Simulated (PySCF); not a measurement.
Spectrum to structure. Method: TDDFT PBE0/def2-SVPD, vertical, gas phase, core orbitals frozen in the response in PySCF. Geometries: GFN2-xTB, one conformer each.

```csv
state,ν̃ (cm⁻¹),f,"main configurations (H = HOMO, L = LUMO)"
S1,28410,0.0005,H→L (95%)
S2,42370,0.0018,H→L+1 (94%)
S3,45830,0.0032,H→L+3 (94%)
S4,46640,0.0004,H-1→L (89%)
S5,48090,0.137,H→L+2 (84%)
S6,50230,0.0090,H-2→L (92%)
```

Task: Which candidate is it?
A. `COCOC(=O)OC`
B. `CCC(=C=O)C(Cl)(Cl)Cl`
C. `C=C(C(=O)OC)C(F)(F)F`

Result: B. Its S1, at 3.52 eV, is the lowest among the candidates; the nearest of the others has S1 at 4.88 eV. S1 is HOMO→LUMO (95%). Löwdin shares by element: HOMO carbon 53% or more, oxygen 19%, chlorine 6% or more (atoms not listed hold the other 21%); LUMO carbon 48% or more, oxygen 26% (atoms not listed hold the other 26%). At the same level the other candidates give, for their lowest levels:
- `C=C(C(=O)OC)C(F)(F)F`: 4.88 eV (f 0.000); 6.28 eV (f 0.007); 6.64 eV (f 0.379); 7.03 eV (f 0.001); 7.68 eV (f 0.000); T1 3.92 eV; HOMO -8.69, LUMO -2.05 eV
- `COCOC(=O)OC`: 7.14 eV (f 0.000); 7.77 eV (f 0.010); 7.98 eV (f 0.019); 8.21 eV (f 0.006); 8.25 eV (f 0.028); T1 6.66 eV; HOMO -8.36, LUMO 0.51 eV

The values belong to the conformer `[CH3:1][CH2:2][C:3](=[C:4]=[O:5])[C:6]([Cl:7])([Cl:8])[Cl:9]`: C1–C2–C3–C4 78°, C2–C3–C6–Cl7 58°.
Triplets come from the Tamm–Dancoff approximation.
